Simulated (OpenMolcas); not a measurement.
Ag5+ among 5 point charges of -2 e arranged as a trigonal bipyramid (D3h), 2.14 Å from the ion, with the axial distance 2.311 Å.
```
   2.1400    0.0000    0.0000  -2.00
  -1.0700    1.8533    0.0000  -2.00
  -1.0700   -1.8533    0.0000  -2.00
   0.0000    0.0000    2.3112  -2.00
   0.0000    0.0000   -2.3112  -2.00
```

| Property | Result |
| --- | --- |
| Program | OpenMolcas |
| Method | CASSCF |
| Basis | ANO-RCC-VTZP [7s6p4d2f1g] |
| Scalar Hamiltonian | DKH2, point nucleus |
| Active space | 6 electrons in 5 orbitals (4d) |
| State averaging | 2S+1 = 5 even, 5 roots; 2S+1 = 3 even, 45 roots; 2S+1 = 1 even, 50 roots |
| Spin-orbit coupling | state interaction with AMFI integrals over the reference wave functions |

What is the spin-free ground state (labels of D3, the rotations of D3h)?

5E, 2-fold in its orbital part, 100 % from free-ion D terms; it has the highest spin that d6 allows.

Where is the first state of the same spin?

5E at 633 cm-1 above the ground state.

What are the lowest two levels with spin-orbit coupling?

A 2-fold level with g = 0.00, 0.00, 9.21, then a 2-fold level E 150.9 cm-1 above it. Their leading multiplicities are 5 (98 %) and 5 (98 %).

What is χT at 300 K, and how does it compare with the textbook value?

The lowest level has 2S+1 = 5, for which the spin-only value is χT = S(S+1) / 2 = 3.000 cm3 K/mol (g = 2). The computed 5.279 at 300 K differs by +2.279, through orbital momentum, spin-orbit coupling and any other state in reach.

Spin-orbit coupling mixes the spin-free states strongly: the lowest level takes only 60 % from its leading state, 5E. An orbital doublet at a regular site is open to a Jahn-Teller distortion, which this geometry leaves out. Without dynamic correlation the repulsion within the d shell is too large (B by tens of per cent), so at a given field states of lower spin stand too high. Point charges give a weaker field than real ligands, and real ions of this kind are as a rule low spin; the high spin found here belongs to the model. The ground term spreads over less than 5000 cm-1, several times less than with real ligands, so orbital moments are less quenched and χT lies further from the spin-only value than at real sites. Point charges carry no covalency, so the field is a model and not that of real ligands. An unlabelled pair can be two single states that coincide in this model. No measured value stands beside these numbers.

With an even number of electrons the g values are those of a degenerate or nearly degenerate non-Kramers pair.
